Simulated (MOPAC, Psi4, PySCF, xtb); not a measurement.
Interaction energy of CF4 ··· CH3Br (SMILES FC(F)(F)F and CBr). Monomers: optimised at B3LYP-D3(BJ) (def2-TZVP), held rigid. Orientation: lowest of the rigid-body minima from ten starts at GFN2-xTB. Only R, the distance of the centres of mass, is varied, so the lowest point isn't the relaxed dimer.

- RKS-B3LYP/6-31G* = restricted B3LYP/6-31G*, spherical d, no counterpoise correction (PySCF)
- GFN1-xTB (xtb)
- AM1, restricted, heats of formation (MOPAC)
- SAPT0/jun-cc-pVDZ, frozen core (Psi4)

Interaction energies in kcal/mol; the last columns give the difference from SAPT0:

| R / Å | RKS-B3LYP/6-31G* | GFN1-xTB | AM1 | SAPT0/jun-cc-pVDZ | RKS-B3LYP/6-31G* − SAPT0/jun-cc-pVDZ | GFN1-xTB − SAPT0/jun-cc-pVDZ | AM1 − SAPT0/jun-cc-pVDZ |
|---|---|---|---|---|---|---|---|
| 3.28 | 4.38 | 1.33 | 9.04 | 4.84 | -0.46 | -3.51 | 4.20 |
| 3.48 | 1.19 | -0.11 | 3.94 | 1.67 | -0.47 | -1.78 | 2.27 |
| 3.70 | -0.33 | -0.61 | 1.56 | 0.11 | -0.45 | -0.72 | 1.45 |
| 3.86 | -0.75 | -0.69 | 0.83 | -0.38 | -0.38 | -0.31 | 1.20 |
| 4.10 | -0.86 | -0.65 | 0.34 | -0.63 | -0.22 | -0.01 | 0.97 |
| 4.27 | -0.75 | -0.59 | 0.18 | -0.65 | -0.10 | 0.07 | 0.83 |
| 4.58 | -0.47 | -0.47 | 0.03 | -0.55 | 0.09 | 0.09 | 0.58 |
| 4.90 | -0.24 | -0.36 | -0.03 | -0.42 | 0.18 | 0.06 | 0.39 |
| 5.37 | -0.08 | -0.24 | -0.05 | -0.26 | 0.18 | 0.02 | 0.21 |
| 6.05 | -0.03 | -0.13 | -0.03 | -0.13 | 0.10 | 0.01 | 0.10 |
| 7.05 | -0.01 | -0.05 | -0.01 | -0.06 | 0.04 | 0.00 | 0.04 |
| 8.36 | -0.01 | -0.02 | 0.00 | -0.02 | 0.02 | 0.00 | 0.02 |

RKS-B3LYP/6-31G* is furthest from SAPT0/jun-cc-pVDZ at 3.48 (-0.47 kcal/mol, below); its mean absolute difference over the points is 0.22 kcal/mol.

GFN1-xTB is furthest from SAPT0/jun-cc-pVDZ at 3.28 (-3.51 kcal/mol, below); its mean absolute difference over the points is 0.55 kcal/mol.

AM1 is furthest from SAPT0/jun-cc-pVDZ at 3.28 (4.20 kcal/mol, above); its mean absolute difference over the points is 1.02 kcal/mol.
